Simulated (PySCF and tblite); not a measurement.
Results of a calculation; reference values are marked as such.
C₈H₁₁NO, numbered as in [CH3:1][O:2][C@@H:3]1[C@H:4]2[CH2:5][CH2:6][C@:7]1([C:8]#[N:9])[CH2:10]2.

Free energies: PBE0-D3(BJ)/def2-SVP on GFN2-xTB structures plus GFN2-xTB thermal terms, symmetry and mirror images included. Conformers within 2.5 kcal/mol (GFN2-xTB free energy) were kept, 6 at most. Codes: tblite and PySCF.

Rotational constants are equilibrium values for the commonest isotopes; dipoles come from the energy level named.

Torsions listed: C1–O2–C3–C4. The 4-ring runs over atoms 3–4–10–7. The 5-ring runs over atoms 3–4–5–6–7.

```tsv
conformer	shape	symmetry	weight %
1	4-ring puckered (ring torsions -35, 34, -34, 35°); 5-ring envelope (ring torsions 45, 0, -45, 67, -67°); 177°	C1	82.6
2	4-ring puckered (ring torsions -35, 35, -34, 35°); 5-ring envelope (ring torsions 45, 0, -44, 67, -67°); -85°	C1	17.4
```

Sets of constants, in random order:

```
set  A (MHz)  B (MHz)  C (MHz)  abs μa (D)  abs μb (D)  abs μc (D)
  P     1696     1405      915        3.18        4.14        0.39
  Q     1798     1425      967        2.63        2.13        0.92
```

Q: Match each set to its conformer.

A: P is conformer 2, Q is conformer 1.
